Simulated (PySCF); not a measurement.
A GIAO shielding run with PySCF (density fitting, non-relativistic, gas phase) on `InChI=1S/C7H10N2Si/c8-5-6-2-1-3-7(4-6)9-10/h1-5,8-9H,10H3/b8-5-`:

```
$ OMP_NUM_THREADS=1 python probes_run.py task.json out

{"job": {"kind": "nmr", "xc": "PBE0", "basis": "pcSseg-1"}, "charge": 0, "multiplicity": 1}
N     -2.100588    -2.666581    -0.720356
C     -2.402881    -1.474216    -0.450024
C     -1.532879    -0.308454    -0.258710
C     -2.109212     0.923170     0.055787
C     -1.304457     2.029945     0.248101
C      0.068607     1.926965     0.134028
C      0.667743     0.704038    -0.181582
N      2.036226     0.609571    -0.289016
Si     3.002683    -0.777253    -0.668691
C     -0.150285    -0.404310    -0.378650
H     -1.101711    -2.845479    -0.822510
H     -3.466871    -1.274843    -0.337509
H     -3.182029     1.005897     0.148347
H     -1.747039     2.984657     0.491405
H      0.691820     2.797455     0.288637
H      2.500479     1.487615    -0.112905
H      2.674932    -1.264891    -2.011434
H      2.775323    -1.835325     0.319272
H      4.364427    -0.257961    -0.597775
H      0.310564    -1.349319    -0.627496
```

Hardware: 1 thread of an Arm Neoverse V1, shared host. The job also computes population analyses, field gradients, ring-centre shieldings.

(1) How large is the calculation?

(2) How long does it take, and how much memory does it need?

## Answers

(1) 80 electrons, 227 basis functions and 1186 auxiliary functions.

(2) 75 s of wall time, with 14 SCF cycles and 5 response iterations; peak memory 0.97 GiB. Times on a shared host scatter by some tens of per cent.
